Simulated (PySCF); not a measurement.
A structure optimised at PBE-D3(BJ)/def2-SVP, used in a PySCF frequency run:

```xyz
10

In     0.0109     0.0021     0.0000
P      0.1108    -2.5466     0.0000
H     -0.8783    -2.6303     1.0470
H     -0.8783    -2.6303    -1.0470
P     -0.1291     1.2684     2.2081
H      0.8659     0.4153     2.8112
H      0.8501     2.2365     1.7782
P     -0.1291     1.2684    -2.2081
H      0.8501     2.2365    -1.7782
H      0.8659     0.4153    -2.8112
```

Problem. Write its SMILES, formula and point group.

Solution. [PH2][In]([PH2])[PH2], H6InP3, Cs

Problem. What are its rotational constants (standard atomic weights)?

Solution. 1.5275, 1.5213, 0.77542 GHz
